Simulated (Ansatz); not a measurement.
Consider the atomization: `[CH3][GeH]([CH3])[SiH3]` → 2 C• + Ge• + 10 H• + Si•.

Computed with Ansatz on PBE0-D4/def2-TZVP structures; ΔE is electronic, products minus reactants. CCSD(T)/CBS adds triple-zeta CCSD(T) − MP2 to the extrapolated MP2 energy (def2 sets, frozen cores). This one scheme is used for every species, atoms too. Functionals use def2-TZVPP. B3LYP here is the variant with VWN-RPA as its local correlation; programs differ in this. Open shells (•) are unrestricted, without spin–orbit coupling. Spin–orbit coupling would lower the free atoms: a little for C, Si; clearly for Ge. For Ge outer-core shells are correlated without core-valence functions, so the limit isn't a true one: a few kJ/mol of doubt a bond, and 10 to 20 or more in all where bonds break to atoms. Scalar relativity is left out up to krypton.

`[CH3][GeH]([CH3])[SiH3]`:

Cartesian coordinates in Å:
```
C -1.459 1.127 0.573
Ge -0.416 -0.382 -0.121
C 0.515 -1.274 1.356
Si 1.149 0.372 -1.754
H -2.009 1.619 -0.231
H -2.175 0.775 1.319
H -0.800 1.859 1.042
H -1.382 -1.392 -0.783
H -0.207 -1.619 2.099
H 1.079 -2.135 0.995
H 1.207 -0.583 1.839
H 1.953 -0.760 -2.290
H 2.087 1.359 -1.149
H 0.457 1.034 -2.895
```

What is ΔE at CCSD(T)/CBS? (Best estimate.)

The calculation gave: +1116.8 kcal/mol.

What do these levels give: PBE0-D4, B3LYP-D4, PBE, SCS-MP2/def2-TZVPP, CCSD/def2-TZVPP, CCSD(T)/def2-TZVPP? (Best estimate.)

The calculation gave: PBE0-D4 1109.5, B3LYP-D4 1112.6, PBE 1107.2, SCS-MP2/def2-TZVPP 1097.2, CCSD/def2-TZVPP 1085.4, CCSD(T)/def2-TZVPP 1095.9 kcal/mol.

Largest T1 diagnostic among the species: 0.012.

From PBE to PBE0 (25 % exact exchange), in def2-TZVPP and without D4, ΔE moves by −3.4 kcal/mol: exact exchange takes away binding that semilocal exchange gives to molecules. In def2-TZVPP, CCSD(T) changes the Hartree–Fock value by +247.2 kcal/mol (the triples alone add +10.5 kcal/mol) and MP2 by +242.4 kcal/mol; breaking electron pairs costs correlation energy, which Hartree–Fock lacks.

For atomizations the MP2-based limit and the directly extrapolated one differ by several kJ/mol either way, and by 10 to 25 for some Ge, Se and Sn compounds, so smaller differences from it don't rank the levels.
